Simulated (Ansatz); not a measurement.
Total energies of [Cu(H2O)3Br]+ (CuBrO3H6⁺) from Ansatz at PBE0-D4/def2-TZVP, gas phase (1 Eh = 27.2114 eV = 2625.5 kJ/mol). The reference geometry is relaxed at PBE0-D4/def2-SVP.

```json
{"state": "charge 1 doublet", "geometry": "reference", "energy (Eh)": "-4443.12637"}
{"state": "charge 2 triplet", "geometry": "reference", "energy (Eh)": "-4442.61176"}
{"state": "charge 2 triplet", "geometry": "relaxed at PBE0-D4/def2-SVP", "energy (Eh)": "-4442.62656"}
{"state": "charge 0 singlet", "geometry": "reference", "energy (Eh)": "-4443.35745"}
```

Task: Work out the vertical ionisation energy to the triplet.

Result: E(charge 2 triplet) − E(charge 1 doublet) = -4442.61176 − (-4443.12637) = 0.51461 Eh = 14.00 eV. For comparison, −ε of the highest occupied level of the spin that leaves is 11.65 eV at this level, 2.35 eV less.

Task: Work out the vertical electron affinity, to the singlet.

Result: E(charge 1 doublet) − E(charge 0 singlet) = -4443.12637 − (-4443.35745) = 0.23108 Eh = 6.29 eV.

Task: Give the fundamental gap IE − EA, the Mulliken electronegativity (IE + EA)/2 and the hardness (IE − EA)/2.

Result: From the values in Eh: IE − EA = 0.51461 − 0.23108 = 0.28353 Eh = 7.72 eV; (IE + EA)/2 = 10.15 eV; (IE − EA)/2 = 3.86 eV.

Task: How much does the charge 2 triplet relax, and what is the adiabatic ionisation energy?

Result: Relaxation: -4442.61176 − (-4442.62656) = 0.01480 Eh = 0.40 eV. Adiabatic ionisation energy: 0.49981 Eh = 13.60 eV, without zero-point energy.
